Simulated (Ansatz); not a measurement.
This geometry of BClFH$_{4}$NSi (9 atoms, charge 0, multiplicity 1) is a first-order saddle point.

The calculation used RKS PBE-D4/cc-pVDZ in Ansatz.

```xyz
9
Properties=species:S:1:pos:R:3
N 1.420 0.919 0.361
Si 0.458 -0.489 -0.106
Cl 0.605 -0.629 -2.217
B -1.566 -0.438 0.181
F -2.146 0.690 0.635
H 1.500 1.601 -0.404
H 1.039 1.423 1.173
H 1.085 -1.750 0.439
H -2.307 -1.372 -0.080
```

(1) Which two structures does it join? (They come from a converged band through this point; their orientation in space is the band's.)

(2) How far does it lie above each of them?

## Answers

(1) No bond is made or broken. The dihedral H7–N1–Si2–Cl3 goes from -65 to 67°. The two ends are copies of one structure, up to a mirror image or an exchange of like atoms.

First end point:

```xyz
9
Properties=species:S:1:pos:R:3
N 0.937 1.009 0.824
Si 0.421 -0.484 0.081
Cl 1.242 -0.891 -1.863
B -1.560 -0.422 -0.366
F -2.160 0.780 -0.478
H 0.618 1.874 0.371
H 1.927 1.106 1.075
H 0.906 -1.615 0.946
H -2.242 -1.404 -0.606
```

Last end point:

```xyz
9
Properties=species:S:1:pos:R:3
N 0.936 1.008 0.824
Si 0.421 -0.484 0.080
Cl 1.241 -0.889 -1.864
B -1.560 -0.422 -0.366
F -2.157 0.780 -0.479
H 1.926 1.107 1.074
H 0.614 1.872 0.373
H 0.909 -1.615 0.945
H -2.243 -1.403 -0.606
```

(2) 4.9 kcal/mol above the first and 4.9 kcal/mol above the second. This is the barrier of this one path; another mechanism may lie lower.

Run time: 4.1 min on 2 threads of Intel(R) Xeon(R) Platinum 8375C CPU @ 2.90GHz (Ice Lake), with other jobs on the host, peak memory 0.17 GiB.
